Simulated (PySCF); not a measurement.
Cl3Si, multiplicity 2. Atoms are numbered in the order given.

```xyz
4

Cl     1.6705     0.9645    -0.1516
Si     0.0000     0.0000     0.5524
Cl     0.0000    -1.9290    -0.1516
Cl    -1.6705     0.9645    -0.1516
```
Charge 0, spin multiplicity 2.

Geometry: ωB97X-D3(BJ)/def2-SVP. The isomer is the one that the SMILES or the coordinates give; other isomers of the formula were not compared.

Calculation: PBE/def2-TZVPD (PySCF).

Gas-phase values at a fixed geometry.

Task: Estimate the frontier levels, dipole moment and polarisability. (Estimate from the structure and the level; the computed values follow.)

Result: 
```yaml
"α spin, highest occupied and lowest empty level": -6.03 and -1.26 eV
"β spin, highest occupied and lowest empty level": -8.05 and -4.49 eV
dipole_moment: 0.54 D
quadrupole, principal values (traceless, Buckingham form, about the centre of nuclear charge): -0.68, -0.68, 1.35 D·Å
mean_static_polarisability: 72.6 bohr³ (10.76 Å³)
polarisability_principal_values: 58.0, 80.0, 80.0 bohr³
"⟨S²⟩": 0.752 (pure state 0.75)
```
